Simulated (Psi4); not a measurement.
C2H7AlS, singlet, at a GFN2-xTB geometry (such geometries of metal compounds can be far from the true shape), atoms displaced at random by about 0.08 Å a coordinate; Psi4 with R2SCAN/6-31G, gradient.

Input for Psi4:
```
memory 2 GB

molecule {
0 1
Al   -0.29262871    0.24402270   -0.16053174
C    -2.09650260   -0.74292445   -0.46799214
H    -2.12439998   -1.58341002   -0.48632967
H    -2.47394004   -0.35720835   -1.54992385
H    -2.68681097   -0.52129171    0.25011403
C     0.22564770    2.31484138   -0.34197533
H     1.09749092    2.20177405   -1.08415690
H     0.55899384    2.51098680    0.61165200
H    -0.62401605    2.65199038   -0.74401413
S     1.28356277   -1.05850933    0.53358386
H     2.06961157   -0.08573238    0.75731565
symmetry c1
no_reorient
no_com
}

set {
  basis 6-31g
}

gradient('r2scan')
print_variables()
```

The log (banner, timings and long lists left out):

```
gradient() will perform analytic gradient computation.

   => Loading Basis Set <=

    Name: 6-31G
    Role: ORBITAL
    Keyword: BASIS

         ---------------------------------------------------------
                                   SCF
               by Justin Turney, Rob Parrish, Andy Simmonett
                          and Daniel G. A. Smith
                              RKS Reference
         ---------------------------------------------------------

  ==> Geometry <==

    Molecular point group: c1
    Full point group: C1

    Geometry (in Angstrom), charge = 0, multiplicity = 1:

       Center              X                  Y                   Z               Mass
    ------------   -----------------  -----------------  -----------------  -----------------
         AL          -0.292628710000     0.244022700000    -0.160531740000    26.981538530000
         C           -2.096502600000    -0.742924450000    -0.467992140000    12.000000000000
         H           -2.124399980000    -1.583410020000    -0.486329670000     1.007825032230
         H           -2.473940040000    -0.357208350000    -1.549923850000     1.007825032230
         H           -2.686810970000    -0.521291710000     0.250114030000     1.007825032230
         C            0.225647700000     2.314841380000    -0.341975330000    12.000000000000
         H            1.097490920000     2.201774050000    -1.084156900000     1.007825032230
         H            0.558993840000     2.510986800000     0.611652000000     1.007825032230
         H           -0.624016050000     2.651990380000    -0.744014130000     1.007825032230
         S            1.283562770000    -1.058509330000     0.533583860000    31.972071174400
         H            2.069611570000    -0.085732380000     0.757315650000     1.007825032230

  Running in c1 symmetry.

  Rotational constants: A =      0.13841  B =      0.10348  C =      0.06060 [cm^-1]
  Rotational constants: A =   4149.32507  B =   3102.37870  C =   1816.72472 [MHz]
  Nuclear repulsion =  190.537658477891910

  Charge       = 0
  Multiplicity = 1
  Electrons    = 48
  Nalpha       = 24
  Nbeta        = 24

  ==> Algorithm <==

  SCF Algorithm Type is DF.
  DIIS enabled.
  MOM disabled.
  Fractional occupation disabled.
  Guess Type is SAD.
  Energy threshold   = 1.00e-08
  Density threshold  = 1.00e-08
  Integral threshold = 1.00e-12

  ==> Primary Basis <==

  Basis Set: 6-31G
    Blend: 6-31G
    Number of shells: 38
    Number of basis functions: 58
    Number of Cartesian functions: 58
    Spherical Harmonics?: false
    Max angular momentum: 1

  ==> DFT Potential <==

   => LibXC <=

    Version 7.1.2
    S. Lehtola, C. Steigemann, M. J. T. Oliveira, and M. A. L. Marques,  SoftwareX 7, 1–5 (2018) (10.1016/j.softx.2017.11.002)

   => Composite Functional: R2SCAN <=

    r2SCAN Meta-GGA XC Functional  (0.1021/acs.jpclett.0c02405)
    J. W. Furness, A. D. Kaplan, J. Ning, J. P. Perdew, J. Sun  J. Phys. Chem. Lett.  11, 8208–8215, 2020

    Deriv               =              1
    GGA                 =           TRUE
    Meta                =           TRUE

    Exchange Hybrid     =          FALSE
    MP2 Hybrid          =          FALSE

   => Exchange Functionals <=

    1.0000   XC_MGGA_X_R2SCAN

   => Correlation Functionals <=

    1.0000   XC_MGGA_C_R2SCAN

   => LibXC Density Thresholds  <==

    XC_MGGA_C_R2SCAN:  1.00E-15
    XC_MGGA_X_R2SCAN:  1.00E-11

   => Molecular Quadrature <=

    Radial Scheme          =       TREUTLER
    Pruning Scheme         =           NONE
    Nuclear Scheme         =       TREUTLER

    Blocking Scheme        =         OCTREE
    BS radius alpha        =              1
    Pruning alpha          =              1
    Radial Points          =             75
    Spherical Points       =            302
    Total Points           =         237514
    Total Blocks           =           1824
    Max Points             =            256
    Max Functions          =             56
    Weights Tolerance      =       1.00E-15

   => Loading Basis Set <=

    Name: (6-31G AUX)
    Role: JKFIT
    Keyword: DF_BASIS_SCF

  ==> Integral Setup <==

  SCF_SUBTYPE=INCORE selected. In-core MEM_DF algorithm will be used.
  Using in-core AOs.

  ==> MemDFJK: Density-Fitted J/K Matrices <==

    J tasked:                   Yes
    K tasked:                    No
    wK tasked:                   No
    Algorithm:                 Core
    Schwarz Cutoff:           1E-12
    Mask sparsity (%):       2.4376
    Fitting Condition:        1E-10

   => Auxiliary Basis Set <=

  Basis Set: (6-31G AUX)
    Blend: CC-PVDZ-JKFIT
    Number of shells: 183
    Number of basis functions: 597
    Number of Cartesian functions: 597
    Spherical Harmonics?: false
    Max angular momentum: 3

  Minimum eigenvalue in the overlap matrix is 1.1743611047E-02.
  Reciprocal condition number of the overlap matrix is 2.3646201855E-03.
    Using symmetric orthogonalization.

  ==> Pre-Iterations <==

  SCF Guess: Superposition of Atomic Densities via on-the-fly atomic UHF (no occupation information).

   -------------------------
    Irrep   Nso     Nmo
   -------------------------
     A         58      58
   -------------------------
    Total      58      58
   -------------------------

  ==> Iterations <==

                           Total Energy        Delta E     RMS |[F,P]|

   @DF-RKS iter SAD:  -720.19529023569714   -7.20195e+02   0.00000e+00
   @DF-RKS iter   1:  -720.19605573520403   -7.65500e-04   1.74063e-02 ADIIS/DIIS
   @DF-RKS iter   2:  -719.80031068646383    3.95745e-01   2.03552e-02 ADIIS/DIIS
   @DF-RKS iter   3:  -720.76369599592260   -9.63385e-01   1.19905e-03 ADIIS/DIIS
   @DF-RKS iter   4:  -720.76692151727730   -3.22552e-03   6.90125e-04 ADIIS/DIIS
   @DF-RKS iter   5:  -720.76799601780078   -1.07450e-03   2.47136e-04 ADIIS/DIIS
   @DF-RKS iter   6:  -720.76815245217745   -1.56434e-04   5.01357e-05 DIIS
[...]
  @DF-RKS Final Energy:  -720.76815807552862
[...]
    Total Energy =                       -720.7681580755286177

Computation Completed

Properties will be evaluated at   0.000000,   0.000000,   0.000000 [a0]

Properties computed using the SCF density matrix

 Multipole Moments:

 ------------------------------------------------------------------------------------
     Multipole            Electronic (a.u.)      Nuclear  (a.u.)        Total (a.u.)
 ------------------------------------------------------------------------------------

 L = 1.  Multiply by 2.5417464519 to convert [e a0] to [Debye]
 Dipole X            :         -2.8531619            2.5031898           -0.3499721
 Dipole Y            :         -0.1143460            0.9160564            0.8017104
 Dipole Z            :          1.0674976           -1.2372387           -0.1697411
 Magnitude           :                                                    0.8910848

 ------------------------------------------------------------------------------------

         ------------------------------------------------------------
                                   SCF GRAD
                          Rob Parrish, Justin Turney,
                       Andy Simmonett, and Alex Sokolov
         ------------------------------------------------------------

  ==> Geometry <==

    Molecular point group: c1
    Full point group: C1

    Geometry (in Angstrom), charge = 0, multiplicity = 1:

       Center              X                  Y                   Z               Mass
    ------------   -----------------  -----------------  -----------------  -----------------
         AL          -0.292628710000     0.244022700000    -0.160531740000    26.981538530000
         C           -2.096502600000    -0.742924450000    -0.467992140000    12.000000000000
         H           -2.124399980000    -1.583410020000    -0.486329670000     1.007825032230
         H           -2.473940040000    -0.357208350000    -1.549923850000     1.007825032230
         H           -2.686810970000    -0.521291710000     0.250114030000     1.007825032230
         C            0.225647700000     2.314841380000    -0.341975330000    12.000000000000
         H            1.097490920000     2.201774050000    -1.084156900000     1.007825032230
         H            0.558993840000     2.510986800000     0.611652000000     1.007825032230
         H           -0.624016050000     2.651990380000    -0.744014130000     1.007825032230
         S            1.283562770000    -1.058509330000     0.533583860000    31.972071174400
         H            2.069611570000    -0.085732380000     0.757315650000     1.007825032230

  Nuclear repulsion =  190.537658477891910

  ==> Basis Set <==

  Basis Set: 6-31G
    Blend: 6-31G
    Number of shells: 38
    Number of basis functions: 58
    Number of Cartesian functions: 58
    Spherical Harmonics?: false
    Max angular momentum: 1

  ==> DFJKGrad: Density-Fitted SCF Gradients <==

    Gradient:                    1
    J tasked:                  Yes
    K tasked:                   No
    wK tasked:                  No
    Integrals threads:           1
    Schwarz Cutoff:          1E-12
    Fitting Condition:       1E-10

   => Auxiliary Basis Set <=

  Basis Set: (6-31G AUX)
    Blend: CC-PVDZ-JKFIT
    Number of shells: 183
    Number of basis functions: 597
    Number of Cartesian functions: 597
    Spherical Harmonics?: false
    Max angular momentum: 3

  ==> DFT Potential <==

   => LibXC <=

    Version 7.1.2
    S. Lehtola, C. Steigemann, M. J. T. Oliveira, and M. A. L. Marques,  SoftwareX 7, 1–5 (2018) (10.1016/j.softx.2017.11.002)

   => Composite Functional: R2SCAN <=

    r2SCAN Meta-GGA XC Functional  (0.1021/acs.jpclett.0c02405)
    J. W. Furness, A. D. Kaplan, J. Ning, J. P. Perdew, J. Sun  J. Phys. Chem. Lett.  11, 8208–8215, 2020

    Deriv               =              1
    GGA                 =           TRUE
    Meta                =           TRUE

    Exchange Hybrid     =          FALSE
    MP2 Hybrid          =          FALSE

   => Exchange Functionals <=

    1.0000   XC_MGGA_X_R2SCAN

   => Correlation Functionals <=

    1.0000   XC_MGGA_C_R2SCAN

   => LibXC Density Thresholds  <==

    XC_MGGA_C_R2SCAN:  1.00E-15
    XC_MGGA_X_R2SCAN:  1.00E-11

   => Molecular Quadrature <=

    Radial Scheme          =       TREUTLER
    Pruning Scheme         =           NONE
    Nuclear Scheme         =       TREUTLER

    Blocking Scheme        =         OCTREE
    BS radius alpha        =              1
    Pruning alpha          =              1
    Radial Points          =             75
    Spherical Points       =            302
    Total Points           =         237514
    Total Blocks           =           1824
    Max Points             =            256
    Max Functions          =             56
    Weights Tolerance      =       1.00E-15

  -Total Gradient:
     Atom            X                  Y                   Z
    ------   -----------------  -----------------  -----------------
       1        0.039766200506    -0.014727562243     0.013377554203
       2       -0.091259026387    -0.352106713174     0.129484131456
       3       -0.010538048309     0.372750643814     0.017868345164
       4       -0.008714138136     0.012479809244    -0.051247760976
       5        0.092330725919    -0.052573687487    -0.097209948088
       6       -0.066507650724     0.107137068104     0.034971377519
       7        0.023667348867    -0.014036173420    -0.018844520528
       8       -0.010564407240    -0.026997696596    -0.042586339991
       9        0.061899297921    -0.047770921455     0.026135827758
      10        0.016444840654     0.060148325966     0.000744294285
      11       -0.047251138595    -0.044827061599    -0.012975810546

  Variable Map:
  ----------------------------------------------------------------------------
[...]
  Array Variable Map:
  ----------------------------------------------------------------------------
[...]
[...]
```
